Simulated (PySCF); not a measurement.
SMILES OB(O)[SiH2][SiH](F)F (H5BF2O2Si2) (CAM-B3LYP/def2-SVP optimised geometry):

```
12

Si    -0.321     0.929     0.000
F     -1.828     1.114    -0.555
F     -0.412     1.278     1.605
Si     0.334    -1.312     0.000
B     -0.419    -2.049     1.751
O     -0.749    -1.248     2.790
O     -0.576    -3.387     1.868
H      0.508     1.996    -0.607
H     -0.140    -1.996    -1.234
H      1.828    -1.312     0.000
H     -0.640    -0.297     2.635
H     -0.927    -3.632     2.737
```

Level of theory: CAM-B3LYP/def2-TZVP (PySCF 2.14.0).

### Question
What are the frontier orbital energies and the dipole moment?

### Answer
HOMO-2 -11.10 eV, HOMO-1 -10.39 eV, HOMO -9.55 eV, LUMO 0.26 eV, LUMO+1 0.51 eV; dipole moment 1.12 D.

On the same geometry PBE/def2-TZVP in PySCF 2.14.0 gives HOMO-2 -7.95 eV, HOMO-1 -7.65 eV, HOMO -6.97 eV, LUMO -1.69 eV, LUMO+1 -1.39 eV; dipole moment 0.95 D.

Meta-Löwdin charges at CAM-B3LYP/def2-TZVP: Si1 1.10, F2 -0.50, F3 -0.51, Si4 0.17, B5 0.30, O6 -0.52, O7 -0.51, H8 -0.11, H9 -0.06, H10 -0.07, H11 0.36, H12 0.35.
